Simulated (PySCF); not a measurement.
CrO₂F, SMILES [O]=[Cr+](=[O])[F], charge +1, multiplicity 1.

Geometry: PBE-D3(BJ)/def2-SVP. The multiplicity is an assumed one; other spin states were not compared. The isomer is the one that the SMILES or the coordinates give; other isomers of the formula were not compared.

All values below come from PBE-D3(BJ)/def2-SVP in PySCF.

Frequencies are harmonic and unscaled.

```json
[
 {"mode": "1", "ν (cm⁻¹)": "268", "IR (km/mol)": "24.3", "moving atoms (share of kinetic energy)": "O 41 %, Cr 34 %, F 25 %"},
 {"mode": "2", "ν (cm⁻¹)": "297", "IR (km/mol)": "2.8", "moving atoms (share of kinetic energy)": "O 46 %, F 41 %, Cr 13 %"},
 {"mode": "3", "ν (cm⁻¹)": "449", "IR (km/mol)": "3.0", "moving atoms (share of kinetic energy)": "O 82 %, Cr 14 %"},
 {"mode": "4", "ν (cm⁻¹)": "816", "IR (km/mol)": "56.0", "moving atoms (share of kinetic energy)": "F 72 %, Cr 24 %"},
 {"mode": "5", "ν (cm⁻¹)": "1113", "IR (km/mol)": "32.8", "moving atoms (share of kinetic energy)": "O 78 %, Cr 21 %"},
 {"mode": "6", "ν (cm⁻¹)": "1115", "IR (km/mol)": "75.1", "moving atoms (share of kinetic energy)": "O 71 %, Cr 29 %"}
]
```
